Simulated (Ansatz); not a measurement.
One change: `F/C=C/[SiH3]` becomes `F/C=C/[S][AlH2]`.

Ansatz, PBE0-D4/def2-TZVP geometries, multiplicity 1. Each molecule was computed in one conformer, which needn't be the lowest.

```tsv
property	`F/C=C/[SiH3]`
HOMO–LUMO gap (B3LYP/def2-TZVPP) / eV	7.11
HOMO–LUMO gap (ωB97M-V/def2-TZVPP) / eV	11.94
HOMO–LUMO gap (PBE0/def2-TZVPP) / eV	7.57
size of the dipole moment (ωB97M-V/def2-TZVPP) / D	0.63
HOMO–LUMO gap (PBE/def2-TZVPP) / eV	5.34
size of the dipole moment (PBE/def2-TZVPP) / D	0.48
```

Q: What does the change do to each property? (Best estimate.)

A: The calculation gave: 
| property | `F/C=C/[S][AlH2]` | shift |
| --- | --- | --- |
| HOMO–LUMO gap (B3LYP/def2-TZVPP) / eV | 5.46 | -1.65 |
| HOMO–LUMO gap (ωB97M-V/def2-TZVPP) / eV | 10.00 | -1.94 |
| HOMO–LUMO gap (PBE0/def2-TZVPP) / eV | 5.90 | -1.67 |
| size of the dipole moment (ωB97M-V/def2-TZVPP) / D | 0.72 | 0.09 |
| HOMO–LUMO gap (PBE/def2-TZVPP) / eV | 3.78 | -1.56 |
| size of the dipole moment (PBE/def2-TZVPP) / D | 0.80 | 0.32 |

With PBE0 the HOMO rises by 0.70 eV and the LUMO falls by 0.97 eV, so the gap narrows by about 1.67 eV. PBE moves the HOMO by 0.67 eV and ωB97M-V by 0.77 eV. Dipoles are sizes alone; their direction can turn.

B3LYP here is the variant with VWN-RPA as its local correlation; programs differ in this.
